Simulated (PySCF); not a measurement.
Bonds of Sn to H, F, Cl

PBE0 in PySCF with def2-SVPD on every atom (core potentials on Sn), for the lowest determinant that a PBE0 search found; no spin–orbit coupling. D0 is De less the harmonic zero-point energy.

| X | state of SnX | D0(SnX) (eV) | D0(X₂) (eV) |
| --- | --- | --- | --- |
| H | doublet (π ↑) | 2.46 | 4.17 |
| F | doublet (π ↑) | 4.80 | 1.33 |
| Cl | doublet (π ↑) | 3.89 | 2.19 |

Task: Give the energy of Sn + X₂ → SnX + X at 0 K for each X.

Result: H: 4.17 − 2.46 = +1.71 eV; F: 1.33 − 4.80 = -3.47 eV; Cl: 2.19 − 3.89 = -1.70 eV (PBE0/def2-SVPD; negative means exothermic).

Task: Does an atom of Cl displace H from SnH?

Result: SnH + Cl → SnCl + H has ΔE = 2.46 − 3.89 = -1.43 eV at PBE0/def2-SVPD, so it is downhill.

Gas-phase diatomics only hint at surface chemistry, where an atom holds several bonds.

Spin–orbit coupling is left out, which matters for elements this heavy, above all for dissociation energies. States were picked by a PBE0 search and need not be the measured ground states.
